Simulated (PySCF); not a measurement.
**UHF on O⁺ (oxygen, charge +1)**

Configuration: [He] 2s2 2p3, high-spin 4S determinant. Calculation: PySCF 2.14, in Sapporo-DZP-2012 (4s3p1d, 18 functions); the spin-free X2C one-electron Hamiltonian (Gaussian nucleus).

| Property | Result |
| --- | --- |
| Total energy | -74.397417 hartree |
| One-electron energy | -98.4668 hartree |
| Hartree (Coulomb) energy | 31.9796 hartree |
| Exchange energy | -7.9103 hartree |
| ⟨S²⟩ | 3.7548 |
| ⟨L²⟩ | 0.000 |
| Sum of ⟨r⟩ | 5.848 bohr |
| Sum of ⟨r²⟩ | 7.519 bohr² |
| Langevin diamagnetic susceptibility | -5.95 ×10⁻⁶ cm³/mol |
| Time after the integrals | 0.04 s of wall time on 1 thread of Neoverse-V1 (shared host) |

```json
{"shell": "1s α", "electrons": "1", "mean orbital energy (hartree)": "-21.42834", "rms radius, mean of both spins (bohr)": "0.230"}
{"shell": "1s β", "electrons": "1", "mean orbital energy (hartree)": "-21.29597", "rms radius, mean of both spins (bohr)": "0.230"}
{"shell": "2s α", "electrons": "1", "mean orbital energy (hartree)": "-2.07661", "rms radius, mean of both spins (bohr)": "1.21"}
{"shell": "2s β", "electrons": "1", "mean orbital energy (hartree)": "-1.53950", "rms radius, mean of both spins (bohr)": "1.21"}
{"shell": "2p α", "electrons": "3", "mean orbital energy (hartree)": "-1.32921", "rms radius, mean of both spins (bohr)": "1.23"}
```
